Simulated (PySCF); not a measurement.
# Atomic charges by several schemes

C₅H₈F₃NSi.
Geometry (PBE0-D3(BJ)/def2-SVP, Å), atoms numbered from 1 in this order:
```xyz
18
C5H8F3NSi angstrom
F      2.978   -1.109    1.271
C      2.913   -0.167    0.355
F      4.101    0.256    0.003
C      1.763    0.298   -0.133
F      1.826    1.253   -1.071
C      0.405   -0.148    0.244
C     -0.402   -0.710   -0.946
C     -1.882   -0.732   -0.572
N     -2.155    0.510    0.127
Si    -0.779    1.191    0.928
H      0.498   -0.912    1.033
H     -0.041   -1.709   -1.238
H     -0.259   -0.040   -1.809
H     -2.098   -1.626    0.049
H     -2.499   -0.823   -1.483
H     -3.125    0.722    0.316
H     -0.443    2.587    0.516
H     -0.829    1.172    2.427
```

Density: PBE0/pcSseg-1 (PySCF); schemes: Mulliken, IAO, Hirshfeld and ESP-fitted. One conformer (not necessarily the lowest) at the PBE0-D3(BJ)/def2-SVP geometry, without solvent, vibrations or thermal averaging.

At which atom do the 4 schemes differ most?

At C6: from -0.599 (Mulliken) to -0.044 e (ESP-fitted), 0.555 e apart.

Do the Mulliken, IAO, Hirshfeld and ESP-fitted schemes agree on where the charge is highest?

All schemes agree: Mulliken Si10 (+0.815); IAO Si10 (+0.871); Hirshfeld Si10 (+0.360); ESP-fitted Si10 (+0.544).

Give the atomic charges in each scheme.

In e:

```
atom                   environment  Mulliken     IAO  Hirshfeld  ESP-fitted
  F1                vinyl fluorine    -0.238  -0.245     -0.063      -0.170
  C2                   =CF2 carbon    +0.551  +0.487     +0.131      +0.406
  F3                vinyl fluorine    -0.234  -0.234     -0.068      -0.141
  C4            vinylic C–F carbon    +0.171  +0.189     +0.037      -0.172
  F5                vinyl fluorine    -0.268  -0.265     -0.073      -0.110
  C6   sp3 carbon bound to silicon    -0.599  -0.402     -0.121      -0.044
  C7               ring CH2 carbon    -0.190  -0.250     -0.071      -0.133
  C8  sp3 carbon bound to nitrogen    +0.015  -0.135     -0.021      -0.049
  N9        silicon-bound nitrogen    -0.674  -0.681     -0.246      -0.669
Si10                  SiH2 silicon    +0.815  +0.871     +0.360      +0.544
 H11              methine hydrogen    +0.160  +0.162     +0.042      +0.102
 H12            methylene hydrogen    +0.135  +0.140     +0.042      +0.065
 H13            methylene hydrogen    +0.141  +0.143     +0.037      +0.110
 H14            methylene hydrogen    +0.107  +0.110     +0.027      +0.071
 H15            methylene hydrogen    +0.123  +0.137     +0.042      +0.087
 H16                  N–H hydrogen    +0.193  +0.261     +0.119      +0.352
 H17                 Si–H hydrogen    -0.095  -0.139     -0.085      -0.107
 H18                 Si–H hydrogen    -0.113  -0.149     -0.090      -0.143
```

Mean size of the charges over all atoms: IAO 0.278 e, Mulliken 0.268 e, ESP-fitted 0.193 e, Hirshfeld 0.093 e. Each set sums to the total charge, 0, to within 0.001 e. The IAO scheme counts the electrons in orthogonalised intrinsic atomic orbitals, a minimal basis polarised so that it spans the occupied orbitals exactly. The ESP scheme is a least-squares fit of atom-centred charges to the potential on four shells outside the van der Waals surface, with the total charge fixed.

How closely do the schemes follow one another over all atoms?

Correlation coefficient and root-mean-square difference: Mulliken with IAO 0.98, 0.067 e; IAO with Hirshfeld 0.98, 0.223 e; Mulliken with Hirshfeld 0.95, 0.233 e; Hirshfeld with ESP-fitted 0.91, 0.155 e; IAO with ESP-fitted 0.90, 0.159 e; Mulliken with ESP-fitted 0.86, 0.183 e.

Sum the charges by element, for elements with more than one atom.

```
element  atoms  Mulliken     IAO  Hirshfeld  ESP-fitted
      F      3    -0.740  -0.744     -0.204      -0.420
      C      5    -0.051  -0.110     -0.045      +0.008
      H      8    +0.650  +0.664     +0.134      +0.538
```
